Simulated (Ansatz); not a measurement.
Two shapes of doublet C7H7.

Shape 1:

```xyz
14

C     1.3617   -0.0096   -0.0230
C     0.6864    1.1990   -0.0439
C    -0.7222    1.2486    0.0331
C    -1.4084    0.0043    0.0497
C    -0.7507   -1.2043    0.0051
C     0.7502   -1.2220    0.0140
C     2.8173    0.0065    0.0490
H     1.2849    2.1938    0.0030
H    -1.2738    2.1885   -0.0322
H    -2.4481   -0.0091   -0.0149
H    -1.2592   -2.1939   -0.0355
H     1.2080   -2.1536   -0.0299
H     3.3870   -0.9680   -0.0335
H     3.3748    0.9835   -0.0081
```

Shape 2:

```xyz
14

C     1.4050    0.0000    0.0000
C     0.7025    1.2168    0.0000
C    -0.7025    1.2168    0.0000
C    -1.4050    0.0000    0.0000
C    -0.7025   -1.2168    0.0000
C     0.7025   -1.2168    0.0000
C     2.8100    0.0000    0.0000
H     1.2475    2.1607    0.0000
H    -1.2475    2.1607    0.0000
H    -2.4950    0.0000    0.0000
H    -1.2475   -2.1607    0.0000
H     1.2475   -2.1607    0.0000
H     3.3714   -0.9343    0.0000
H     3.3714    0.9343    0.0000
```

Basis set: def2-SVP (spherical functions). Correlated methods keep 7 orbitals frozen. Charge 0, multiplicity 2.

Computed with Ansatz (development build ahead of 0.2.0); each method stands on the lowest determinant of its kind that the runs found.

**Question.** Which shape is lower in energy, and by how much in each method?

**Answer.**

```json
{"method": "UHF", "E(2) − E(1) (eV)": "-0.781"}
{"method": "UHF-MP2", "E(2) − E(1) (eV)": "-0.786"}
```

Shape 2 is lower. Caution: the unrestricted determinant is spin contaminated.
